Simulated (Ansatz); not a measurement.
System: AlI, charge 0, multiplicity 1. SMILES: [Al][I]
Geometry from a B3LYP-D3(BJ)/def2-TZVP (Ansatz, a program for electronic structure) optimisation:
```
Al
I 1 2.5747
```
Charge 0, spin multiplicity 1.

### Question
Give the harmonic wavenumbers at B3LYP-D3(BJ)/def2-TZVP (Ansatz, finite differences of forces, unscaled).

### Answer
300 cm⁻¹. Zero-point energy 0.4 kcal/mol.

### Question
From these and the geometry, give the ideal-gas thermochemistry at 298.15 K and 1 atm (rigid rotor, harmonic oscillator).

### Answer
Point group C∞v, rotational symmetry number 1. Rotational constants 3.426, 3.426 GHz. S(trans) 41.00, S(rot) 16.90, S(vib) 1.41, S(elec, spin only) 0.00, S 59.3 cal/(mol K). H(298) - H(0) 2.34 kcal/mol; G - E(el) -14.9 kcal/mol.
